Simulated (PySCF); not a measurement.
NMR data sheet: C8H7FO2

```
Formula                               : C8H7FO2
SMILES                                : O=C(O)Cc1ccc(F)cc1
Point group of the computed structure : C1
Degrees of unsaturation               : 5
Carbon signals                        : 6
Proton signals                        : 4
```

Bonds (- single, = double, # triple, : aromatic): O1=C2, C2-O3, C2-C4, C4-C5, C5:C6, C6:C7, C7:C8, C8-F9, C8:C10, C10:C11, C11:C5. O3 carries H12; C4 carries H13, H14; C6 carries H15; C7 carries H16; C10 carries H17; C11 carries H18.

In vacuum, one averaged value for each set of equivalent atoms, single conformer, non-relativistic Hamiltonian. J: B3LYP/pcJ-1 (spin–dipole term only in couplings to heteroatoms); geometry from PBE0-D3(BJ)/def2-SVP; σ from GIAO-PBE0/pcSseg-1; PySCF 2.14.

Shifts are taken against calculated references (same method and geometry level): 1H and 13C against TMS; 19F vs CFCl3; 17O vs H2O.

| carbon | δC, type | δH (multiplicity, J in Hz) | HMBC from (abs. J ≥ 3 Hz) | span of the C tensor (ppm) |
| --- | --- | --- | --- | --- |
| C2 | 175.4, C | – | H13/H14 | 171 |
| C4 | 39.4, CH2 | 3.42 (s) | H15/H18 | 42 |
| C5 | 133.7, C | – | H16/H17, H13/H14 | 229 |
| C6/C11 | 137.7, CH | 7.24 (dd, 9.4, 4.7) | H15/H18, H13/H14 | 218 |
| C7/C10 | 120.6, CH | 7.14 (dd, 9.4, 8.6) | H16/H17 | 188 |
| C8 | 169.8, C | – | H15/H18, H16/H17 | 162 |

Other nuclei:
```tsv
atoms	nucleus	environment	δ (ppm)	σ (ppm)
H12	1H	hydrogen on an acid hydroxyl oxygen	5.71	25.56
F9	19F	aryl fluorine	-113.3	290.5
O1	17O	carbonyl oxygen	448.0	-113.4
O3	17O	acid hydroxyl oxygen	210.5	124.0
```

Selected couplings (Hz, signed; the shortest-range and largest first, 30 at most; isotopes 13C, 19F, 1H): 1J(C8,F9) -315.4, 1J(C7,H16) 169.8, 1J(C6,H15) 165.8, 1J(C4,H13) 132.8, 2J(C7,F9) 19.3, 3J(H15,H16) 9.4, 3J(F9,H16) 8.6, 3J(C6,F9) 5.3, 4J(C5,F9) 6.7, 4J(F9,H15) 4.7.

Carbon types of the structure: 3 × C, 4 × CH, 1 × CH2, leaving 1 H on heteroatoms. δC 175.4: carboxylic acid carbon; lone-pair donation from the attached heteroatom keeps it upfield of a ketone carbonyl. δC 169.8: aromatic carbon bearing fluorine; σ withdrawal by the attached heteroatom moves it downfield of the ring CH carbons. δC 137.7, 120.6: aromatic CH. δC 133.7: substituted aromatic carbon. δH 7.24, 7.14: hydrogen on an aromatic CH; it sits in the deshielding region of the aromatic ring current.

OH/NH shifts are gas-phase values; hydrogen bonding in solution moves them, usually downfield. C–F couplings over four or more bonds (about 3 Hz to the para carbon of a fluoroarene) are left out. Common functionals overestimate the size of one-bond C–F couplings by tens of Hz; these are unscaled. Splittings below 1 Hz are ignored in the labels, and close J values are merged. Couplings among chemically equivalent protons are left out too, so labels in AA′BB′ or AA′XX′ sets are apparent multiplicities. Unscaled 3J(H,H) at this level run about 10 % above measured values. Shifts are as computed. Against solution values, carbons near 30 ppm lie about +2 ppm off and those near 130 ppm about +5 ppm. Of 1211 compounds with measured shifts, 218 miss one by over three times the rms of a fit or turn the order of signals round; such compounds aren't used in these exercises. In solution the two oxygens of a carboxylic acid exchange roles by proton transfer and give one 17O line. Hydrogen bonding in solution shields acid and N–H amide carbonyl oxygens by tens of ppm. The C=O carbon of an acid or of an amide with N–H lies up to 10 ppm further downfield in solution, through hydrogen bonding that the calculation lacks. Unscaled 19F shifts against computed CFCl3 carry errors that often reach 10 to 50 ppm. Unscaled 17O shifts of doubly bonded oxygen tend to come out too high, by tens of ppm or more. Experimental scales use liquid or dissolved standards, which lie at an offset from isolated H2O (liquid H2O: subtract about 36 ppm).
